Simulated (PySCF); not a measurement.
A PySCF script (with the pyscf-properties extension) for the NMR shieldings of SMILES [Se](C)[Se]C, C$_{2}$H$_{6}$Se$_{2}$, on a GFN2-xTB geometry:

```python
import basis_set_exchange as bse
import numpy as np
from pyscf import gto, dft
from pyscf.prop import nmr

atoms = """
C     2.031369   -0.002412    0.112646
Se    0.752049    1.493698    0.000953
Se   -1.096083    0.535407    0.959488
C    -1.992420   -0.212966   -0.630438
H     3.000839    0.383737   -0.186478
H     1.722912   -0.798827   -0.558952
H     2.069823   -0.360171    1.137395
H    -2.090781    0.566945   -1.379685
H    -1.416104   -1.047788   -1.019477
H    -2.972720   -0.552969   -0.310821
"""
names = dict.fromkeys(["C", "Se", "H"], "pcSseg-1")
basis = {el: gto.basis.parse(bse.get_basis(n, elements=[el], fmt="nwchem")) for el, n in names.items()}
mol = gto.M(atom=atoms, basis=basis, charge=0, verbose=0)
mf = dft.RKS(mol, xc="PBE0")
mf.grids.level = 2
mf.grids.alignment = dft.numint.BLKSIZE   # the property module wants whole blocks of grid points
mf.conv_tol = 1e-9
mf.kernel()

calc = nmr.RKS(mf)   # GIAO
C = mf.mo_coeff
Co = C[:, mf.mo_occ > 0]
resp = mf.gen_response(singlet=True, hermi=2)
def vind(x):   # induced exchange potential for any number of trial vectors
    d = np.einsum("pi,xij,qj->xpq", C, 2 * x.reshape(-1, C.shape[1], Co.shape[1]), Co, optimize=True)
    return np.einsum("xpq,pi,qj->xij", resp(d - d.transpose(0, 2, 1)), C, Co, optimize=True).ravel()
mo1, _ = nmr.rhf.solve_mo1(calc, with_cphf=vind)
sigma = calc.kernel(mo1)
for i, s in enumerate(sigma):   # ppm
    print("%2d %-2s %9.2f" % (i, mol.atom_pure_symbol(i), np.trace(s) / 3))
```

Question: What does it print?

Answer: 
```
 0 C     162.92
 1 Se   1517.92
 2 Se   1516.15
 3 C     162.93
 4 H      30.03
 5 H      29.03
 6 H      29.50
 7 H      29.52
 8 H      29.01
 9 H      30.02
```

These numbers come from an equivalent density-fitted implementation of the same equations, which agrees with the script to about 0.01 ppm for H and up to a few tenths of a ppm for heavy atoms, so last digits may differ.

Relativistic effects, spin–orbit coupling among them, are left out; they matter for Se and for the light atoms bonded to it.

Size and cost of the density-fitted run: 146 basis functions, roughly 15 core-seconds.
